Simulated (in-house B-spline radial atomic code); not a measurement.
Configurations of Kr8+, with energies counted from [Ar] 3d10. Computed with an all-electron radial atomic-structure program (B-spline basis): non-relativistic LC-wPBE, spin-polarised, spherical fractional occupations, point nucleus. Caution: exact exchange at fractional occupations of open shells leaves self-interaction of up to several eV. Shells without spins written out take the highest spin.

Occupations are held fixed; configurations that lie above the ionisation limit could autoionise.

```tsv
configuration	E - E(ref) (eV)	highest orbital	its <r> (bohr)
[Ar] 3d9 4d1	143.98	4d up	1.574
[Ne] 3s2 3p5 3d10 4s1	201.65	4s up	1.287
[Ne] 3s2 3p5 3d10 4p1	223.34	4p up	1.373
[Ne] 3s2 3p(2 up, 3 down) 3d10 4d(1 up, 0 down)	253.8	4d up	1.578
[Ne] 3s2 3p(2 up, 3 down) 3d10 4f(0 up, 1 down)	280.44	4f down	1.874
```

Question: Order these further configurations by energy, lowest first.
A. [Ar] 3d9 4p1
B. [Ar] 3d(5 up, 4 down) 4s(1 up, 0 down)
C. [Ar] 3d9 4f1
D. [Ne] 3s2 3p(3 up, 2 down) 3d10 4s(0 up, 1 down)
E. [Ne] 3s2 3p5 3d10 4d1

Answer: B (92.121 eV), A (113.8 eV), C (170.9 eV), D (202.01 eV), E (253.6 eV).
